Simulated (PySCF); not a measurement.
Mg(Et)(OMe) (C₃H₈MgO), SMILES C[CH2][Mg][O]C.

The structure is a stationary point at PBE0-D3(BJ)/def2-SVP. The structure was generated by enumeration; whether it is a known compound was not checked. One conformer was computed; it need not be the lowest.

Two levels are set side by side: PBE/def2-TZVP (PySCF) and HF/def2-TZVP (PySCF). Same geometry, gas phase. Differences are taken from unrounded values.

```csv
quantity,PBE
orbital gap (eV),3.95
highest occupied level (eV),-5.44
lowest empty level (eV),-1.49
dipole moment (D),0.72
mean polarisability (bohr³),72.5
```

Task: These are the PBE values. What does HF give? (Estimate from the structure and the level; the computed values follow.)

Result: 
```
quantity                        HF  PBE minus HF
---------------------------  -----  ------------
orbital gap (eV)             10.67         -6.72
highest occupied level (eV)  -9.41          3.97
lowest empty level (eV)       1.27         -2.75
dipole moment (D)             0.41          0.31
mean polarisability (bohr³)   59.5          13.0
```

PBE's occupied levels lie high since its potential decays too fast outside the molecule; exact exchange lowers them and widens the gap. Loosely held outer electrons make PBE densities more polarisable. Differences between two approximate levels are no errors against the true value.

Rough cost on one machine, each run with all the roots and properties that it gave: HF against PBE about 1/3.
